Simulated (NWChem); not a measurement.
All runs are NWChem calculations. System: H₃BeClOSi, charge 0, spin multiplicity 1, at a geometry optimised with PBE0/def2-SVP. The structure started from a generated list of species. Level: TD-B3LYP/6-31+G* (spherical d), VWN1-RPA local correlation.

Input file:

```
start mol
memory heap 200 mb stack 800 mb global 1000 mb
geometry units angstroms nocenter noautoz
  Be     0.332704    -0.661329     0.000000
  Cl     1.147022    -2.278567     0.000000
  O     -0.301286     0.596542     0.000000
  Si    -1.043504     2.073754     0.000000
  H     -1.898079     2.210292     1.216389
  H     -1.898079     2.210292    -1.216389
  H     -0.014687     3.155476     0.000000
  symmetry group Cs
end
basis spherical
  * library 6-31+g*
end
dft
  xc b3lyp
  semidirect memsize 60000000 filesize 0
  iterations 100
end
tddft
  rpa
  nroots 5
  notriplet
  thresh 1e-4
end
task tddft energy
```

Output (cleaned and shortened):

```
             Northwest Computational Chemistry Package (NWChem) 7.3.0
             --------------------------------------------------------

                                NWChem Input Module
                                -------------------

 Scaling coordinates for geometry "geometry" by  1.889725989
 (inverse scale =  0.529177249)

 Turning off AUTOSYM since
 SYMMETRY directive was detected!

                             Geometry "geometry" -> ""
                             -------------------------

 Output coordinates in angstroms (scale by  1.889725989 to convert to a.u.)

  No.       Tag          Charge          X              Y              Z
 ---- ---------------- ---------- -------------- -------------- --------------
    1 Be                   4.0000     0.33270400    -0.66132900     0.00000000
    2 Cl                  17.0000     1.14702200    -2.27856700     0.00000000
    3 O                    8.0000    -0.30128600     0.59654200     0.00000000
    4 Si                  14.0000    -1.04350400     2.07375400     0.00000000
    5 H                    1.0000    -1.89807900     2.21029200     1.21638900
    6 H                    1.0000    -1.89807900     2.21029200    -1.21638900
    7 H                    1.0000    -0.01468700     3.15547600     0.00000000

 Effective nuclear repulsion energy (a.u.)     152.6110757589

            Nuclear Dipole moment (a.u.)
            ----------------------------
        X                 Y               Z
 ---------------- ---------------- ----------------
     0.0000018897    -0.0000056692     0.0000000000

      Symmetry information
      --------------------

 Group name             Cs
 Group number              2
 Group order               2
 No. of unique centers     6

      Symmetry unique atoms

     1    2    3    4    5    7


 Summary of "ao basis" -> "" (spherical)
 ------------------------------------------------------------------------------
       Tag                 Description            Shells   Functions and Types
 ---------------- ------------------------------  ------  ---------------------
[...]
     Transition Moments   XX -1.62288  XY  1.40292  XZ -0.00007
     Transition Moments   YY  1.82534  YZ  0.00011  ZZ -0.20134
     Dipole Oscillator Strength                    0.0429459770
     Electric Quadrupole                           0.0000005421
     Magnetic Dipole                               0.0000040948
     Total Oscillator Strength                     0.0429506140

          sigma_e =   3.0862 Angstrom
          sigma_h =   2.4119 Angstrom
         |d_h->e| =   1.1289 Angstrom
            d_exc =   3.6502 Angstrom
            d_CD1 =   1.8032 Angstrom
            d_CD2 =  -1.6202 Angstrom
            d_CD3 =   4.7791 Angstrom
     Pearson C.C. =   0.2211

     Occ.   21  a'  ---  Virt.   24  a'   0.97247 X
     Occ.   23  a'  ---  Virt.   24  a'   0.05311 X
     Occ.   23  a'  ---  Virt.   25  a'  -0.08084 X
     Occ.   23  a'  ---  Virt.   28  a'   0.18469 X
     Occ.   23  a'  ---  Virt.   33  a'   0.06135 X
  ----------------------------------------------------------------------------
  Root   4 singlet a"             0.273591948 a.u.                7.4448 eV
  ----------------------------------------------------------------------------
     Transition Moments    X  0.00003   Y  0.00001   Z -0.48535
     Transition Moments   XX  0.00009  XY -0.00008  XZ -1.17866
     Transition Moments   YY -0.00011  YZ  1.89149  ZZ  0.00001
     Dipole Oscillator Strength                    0.0429652274
     Electric Quadrupole                           0.0000005417
     Magnetic Dipole                               0.0000040940
     Total Oscillator Strength                     0.0429698631

          sigma_e =   3.0862 Angstrom
          sigma_h =   2.4128 Angstrom
         |d_h->e| =   1.1281 Angstrom
            d_exc =   3.6502 Angstrom
            d_CD1 =   1.8015 Angstrom
            d_CD2 =  -1.6214 Angstrom
            d_CD3 =   4.7783 Angstrom
     Pearson C.C. =   0.2213

     Occ.   20  a"  ---  Virt.   24  a'   0.97246 X
     Occ.   22  a"  ---  Virt.   24  a'   0.05306 X
     Occ.   22  a"  ---  Virt.   25  a'  -0.08092 X
     Occ.   22  a"  ---  Virt.   28  a'   0.18473 X
     Occ.   22  a"  ---  Virt.   33  a'   0.06044 X
  ----------------------------------------------------------------------------
  Root   5 singlet a'             0.294056794 a.u.                8.0017 eV
  ----------------------------------------------------------------------------
     Transition Moments    X -0.37347   Y -0.18860   Z  0.00000
     Transition Moments   XX  2.15813  XY -2.25729  XZ -0.00000
     Transition Moments   YY -2.81336  YZ  0.00000  ZZ  0.65491
     Dipole Oscillator Strength                    0.0343158802
     Electric Quadrupole                           0.0000015701
     Magnetic Dipole                               0.0000001130
     Total Oscillator Strength                     0.0343175633

          sigma_e =   3.4451 Angstrom
          sigma_h =   2.0783 Angstrom
         |d_h->e| =   1.6335 Angstrom
            d_exc =   4.2742 Angstrom
            d_CD1 =   3.0003 Angstrom
            d_CD2 =  -1.1281 Angstrom
            d_CD3 =   5.9078 Angstrom
     Pearson C.C. =   0.0410

     Occ.   21  a'  ---  Virt.   24  a'  -0.10907 X
     Occ.   21  a'  ---  Virt.   25  a'   0.24573 X
     Occ.   22  a"  ---  Virt.   27  a"  -0.14398 X
     Occ.   23  a'  ---  Virt.   24  a'   0.06880 X
     Occ.   23  a'  ---  Virt.   25  a'  -0.92187 X
     Occ.   23  a'  ---  Virt.   26  a'   0.14300 X
     Occ.   23  a'  ---  Virt.   28  a'   0.13786 X
     Occ.   23  a'  ---  Virt.   38  a'  -0.05393 X

              Target root =      1
          Target symmetry = none
      Ground state energy =   -841.653369532958
        Excitation energy =      0.252801159277
     Excited state energy =   -841.400568373681

  stored tddft:energy   -841.40056837368138

 Task  times  cpu:      377.5s     wall:      377.5s

 Total times  cpu:      377.5s     wall:      377.5s
```
